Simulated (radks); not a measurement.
Task: Species: Eu XXXII. Configuration: [Ar] 3d10 4s2 4p2. Method: Dirac Kohn-Sham, PBEsol, spin-unpolarised, spherical densities, finite nucleus; open shells fill j = l - 1/2 first; Fermi nuclear charge, rms radius 5.1115 fm; computed with a radial shooting solver on a logarithmic mesh with Libxc functionals. Some entries of the table are withheld. Estimate them.

| orbital | occ. | eigenvalue (eV) | r(max) (bohr) | <1/r> (bohr^-1) |
|---|---|---|---|---|
| 1s1/2 | 2 | -49462.67 | 0.01420 | 70.20 |
| 2s1/2 | 2 | -9079.789 | 0.08069 | (1) |
| 2p1/2 | 2 | -8679.456 | 0.06103 | 16.72 |
| 2p3/2 | 4 | -8029.861 | 0.06674 | 14.84 |
| 3s1/2 | 2 | -2840.096 | 0.2275 | 6.179 |
| 3p1/2 | 2 | -2668.710 | (2) | 6.099 |
| 3p3/2 | 4 | -2531.910 | (3) | 5.626 |
| 3d3/2 | 4 | -2239.345 | (4) | 5.505 |
| 3d5/2 | 6 | -2209.108 | (5) | 5.387 |
| 4s1/2 | 2 | -1302.295 | 0.4938 | 2.926 |
| 4p1/2 | 2 | -1231.792 | 0.4919 | 2.861 |
| 4p3/2 | 0 | -1189.906 | 0.5111 | 2.709 |

Result: 
(1) 2s1/2 <1/r> (bohr^-1): 16.74
(2) 3p1/2 r(max) (bohr): 0.2144
(3) 3p3/2 r(max) (bohr): 0.2262
(4) 3d3/2 r(max) (bohr): 0.1792
(5) 3d5/2 r(max) (bohr): 0.1825
